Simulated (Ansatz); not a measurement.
Cost against result

Saddle point of GaNH₆S, closed shell (GaNH₄ ([NH2][GaH2]) + H₂S → GaH₃S ([SH][GaH2]) + NH₃ (still joined by a long Ga–N bond); bonds formed: N2–H5; dative contacts that become bonds: Ga1–S6; bonds broken: H5–S6; bonds weakened to dative contacts: Ga1–N2), PBE0-D4/def2-TZVP structure:

```tsv
atom	x (Å)	y (Å)	z (Å)
Ga1	-0.8086	-0.7125	0.0800
N2	-0.4109	1.1565	-0.1368
H3	-1.4768	-1.3801	-1.1660
H4	-0.8861	-1.1965	1.5662
H5	1.0967	0.4295	-0.4325
S6	1.7197	-0.8720	-0.4815
H7	-0.8521	1.6326	-0.9127
H8	-0.4940	1.7438	0.6825
H9	2.1120	-0.8013	0.8007
```

Barriers are electronic and count from the start structure reached by relaxing down the imaginary mode.

Computed with Ansatz 0.2.0 (basis: as named in each row); correlated methods freeze the cores. Filled d shells of the heavier atoms are correlated. The def2 sets are not built for correlating such inner shells, so the correlated values are less sure here. B3LYP uses VWN-RPA correlation. Extrapolation: Hartree–Fock as exp(−7.88 √X), correlation as X^−2.97.

Times are rough, for one single point on 4 threads of a shared host (AMD EPYC).

The estimate by CCSD(T) at an estimated basis limit (MP2 extrapolated from triple and quadruple zeta, plus CCSD(T) − MP2 in triple zeta) is 13.8 kJ/mol.

| method | basis | time (s) | barrier (kJ/mol) | method less estimate |
| --- | --- | --- | --- | --- |
| HF | STO-3G | under 1 | 38.8 | 24.9 |
| SPW92 | def2-SVP | 1 | -22.8 | -36.7 |
| PBE-D4 | def2-SVP | 2 | -10.1 | -23.9 |
| B3LYP-D4 | 6-31G | 2 | -2.6 | -16.4 |
| PBE-D4 | STO-3G | 2 | -12.1 | -25.9 |
| SPW92 | def2-TZVPP | 2 | -13.6 | -27.5 |
| PBE0-D4 | def2-SVP | 3 | -2.9 | -16.8 |
| PBE-D4 | def2-TZVPP | 3 | -2.2 | -16.1 |
| BLYP-D4 | def2-TZVPP | 3 | 5.8 | -8.0 |
| PBE0-D4 | def2-TZVPP | 5 | 4.4 | -9.4 |
| B3LYP-D4 | def2-TZVPP | 5 | 10.6 | -3.3 |
| BHLYP-D4 | def2-TZVPP | 6 | 18.9 | 5.0 |
| CAM-B3LYP-D4 | def2-TZVPP | 6 | 14.0 | 0.2 |
| r2SCAN-D4 | def2-TZVPP | 6 | 2.1 | -11.8 |
| CCSD(T) | def2-SVP | 7 | 13.7 | -0.2 |
| wB97M-V | def2-SVP | 8 | 6.1 | -7.7 |
| r2SCAN0-D4 | def2-TZVPP | 9 | 7.3 | -6.6 |
| B97M-V | def2-TZVPP | 12 | 10.7 | -3.2 |
| wB97X-V | def2-TZVPP | 12 | 15.0 | 1.2 |
| B2PLYP | def2-TZVPP | 12 | 12.3 | -1.6 |
| PBE-QIDH | def2-TZVPP | 12 | 9.1 | -4.7 |
| RPA on PBE | def2-TZVPP | 12 | 14.2 | 0.4 |
| wB97M-V | def2-TZVPP | 15 | 14.7 | 0.8 |
| MP2 | def2-QZVPP | 37 | 10.3 | -3.5 |
| CCSD(T) | def2-TZVPP | 110 | 13.5 | -0.3 |

All methods are single points on the PBE0-D4 structures; a negative value means that the method puts the saddle structure below the start.

The T1 diagnostic stays at or below 0.013.

Exchanges of this kind with a chalcogen hydride build sulfide and selenide films.

Labels in which every atom is bracketed show which atoms are joined, not bond orders.
